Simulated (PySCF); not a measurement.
PySCF input for trifluoro(methoxy)methane (C2H3F3O), SMILES FC(F)(F)OC, B3LYP/pcSseg-1. Geometry optimised at PBE0-D3(BJ)/def2-SVP.

```python
import numpy as np
from pyscf import gto, scf, dft
from pyscf.prop.nmr import rks as nmr

mol = gto.M(
    atom='''
    C    -0.02639661    1.93681604   -0.00000001
    O    -0.75505146    0.72176494   -0.00000012
    C    -0.03405822   -0.40063133   -0.00000000
    F     0.76161590   -0.49513809    1.07265480
    F    -0.85992878   -1.42839780   -0.00000014
    F     0.76161625   -0.49513810   -1.07265456
    H     0.60199430    2.01801129   -0.89991134
    H     0.60199400    2.01801130    0.89991152
    H    -0.77057804    2.74081544   -0.00000013
    ''',
    basis='pcSseg-1',
    charge=0,
    spin=0,
    max_memory=1600,
    verbose=3,
)
mf = dft.RKS(mol, xc='b3lyp')
mf.grids.level = 3
mf.conv_tol = 1e-10
mf.max_cycle = 100
mf.kernel()
n = nmr.NMR(mf)
n.verbose = 2
n.max_cycle_cphf = 60
sigma = n.kernel()
print('atom   isotropic/ppm   span/ppm')
for i, s in enumerate(sigma):
    w = np.linalg.eigvalsh((s + s.T) / 2)
    print(f'{mol.atom_symbol(i):2s}{i + 1:3d} {w.mean():14.3f} {w[2] - w[0]:11.3f}')
```

Log of the run:

```
converged SCF energy = -452.745705472211
atom   isotropic/ppm   span/ppm
C   1        126.103      82.158
O   2        238.546     130.051
C   3         48.706      19.075
F   4        256.267     200.821
F   5        248.752     173.670
F   6        256.267     200.821
H   7         27.721       9.997
H   8         27.721       9.997
H   9         27.693       9.585
```

The run converged.
